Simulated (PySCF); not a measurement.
A structure optimised at PBE-D3(BJ)/def2-SVP, used in a PySCF frequency run:

```
C
H 1 1.1110
H 1 1.1147 2 105.34
C 1 1.5291 2 110.25 3 -119.65
H 4 1.1076 1 111.82 2 54.37
H 4 1.1077 5 108.17 1 121.23
H 4 1.1106 5 107.77 6 116.14
C 1 1.5324 2 108.37 3 116.06
F 8 1.4028 1 108.99 2 58.81
H 8 1.1190 9 107.11 1 117.10
B 8 1.5986 10 108.05 9 -118.47
F 11 1.3352 8 120.13 10 102.60
O 11 1.3612 12 116.42 8 178.80
H 13 0.9732 11 112.65 12 178.39
```
Charge 0, spin multiplicity 1.

Q: Write its SMILES and formula.

A: CC[C@@H](F)B(O)F, C3H7BF2O

Q: What are its rotational constants (standard atomic weights)?

A: 3.2128, 2.0364, 1.5502 GHz
